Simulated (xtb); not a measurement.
ScF2, SMILES [F][Sc+][F], charge +1. All values are semi-empirical tight-binding results from xtb (GFN2-xTB unless named), good for trends rather than for accurate numbers. Coordinates come from a GFN2-xTB optimisation. The spin state was assumed, not searched. The isomer is the one that the SMILES or the coordinates give; other isomers of the formula were not compared.

Optimised geometry:

Bond lengths (Å): Sc1–F2 1.770, Sc1–F3 1.770. Bond angles (°): F2–Sc1–F3 132.6.
Charge +1, spin multiplicity 1.

For metal compounds this method's bond lengths and energies can be far off.

Task: Estimate the properties. (The exact figures need the calculation; the answer reports its results.)

Result: 
```yaml
point_group_as_xtb_finds_it: C2v
orbital_gap: 3.20 eV
zero_point_energy: 1.7 kcal/mol
G − E(el) at 298.15 K (modified RRHO): -14.9 kcal/mol
```

Computed atomic charges and the Wiberg bond orders between heavy atoms:
charges (e) Sc1 1.32, F2 -0.16, F3 -0.16. Bond orders Sc1–F2 1.29, Sc1–F3 1.29.
